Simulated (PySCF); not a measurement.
**Which determinant of InBi⁺ lies lowest?**

Unrestricted PBE0; PySCF, scalar-relativistic core potentials, basis sets In cc-pVDZ-PP with ECP28, Bi cc-pVDZ-PP with ECP60. Outer shells of the fragments: In+ 4d10 5s2; Bi 5d10 6s2 6p3.

Followed along the bond (rough minima from three points):

| 2Ms+1 | unpaired | ⟨S²⟩ at the start | R at minimum (Å) | Te (eV) |
| --- | --- | --- | --- | --- |
| 4 | σ ↑, π ↑↑ | 3.76 | 3.22 | 0.00 |
| 2 | σ ↓, π ↑↑ | 1.76 | 3.13 | 0.50 |
| 2 | σ ↑, π ↑↓ | 1.76 | 3.16 | 0.57 |
| 2 | σ ↑ | 0.76 | 3.10 | 1.40 |
| 2 | π ↑ | 0.75 | none in the scan | ≤ 0.95 |

Solutions found at the starting distance of 2.950 Å, counted from the lowest of them; the search is not exhaustive and high or unbound solutions are not listed, so other states can lie among these:

```
2Ms+1   unpaired   term  E (eV)  ⟨S²⟩  ⟨Lz²⟩  μ (D)
    4  σ ↑, π ↑↑    ⁴Σ⁻    0.00  3.76   0.00  -3.81
    2  σ ↓, π ↑↑  mixed    0.46  1.76   0.00  -3.71
    2  σ ↑, π ↑↓  mixed    0.54  1.76   2.01  -3.65
    2        π ↑     ²Π    1.23  0.75   1.00  -1.28
    2        σ ↑  mixed    1.36  0.76   2.00  -3.27
    2        π ↑     ²Π    1.60  0.76   1.01  -5.07
```

A term symbol is given only where ⟨S²⟩ and ⟨Lz²⟩ are close to those of a pure state; real π, δ and φ orbitals otherwise mix terms. A positive dipole points towards Bi; it is taken about the centre of mass and depends on that origin.

These are scalar-relativistic numbers at best; spin–orbit coupling would shift them, the dissociation energy most.
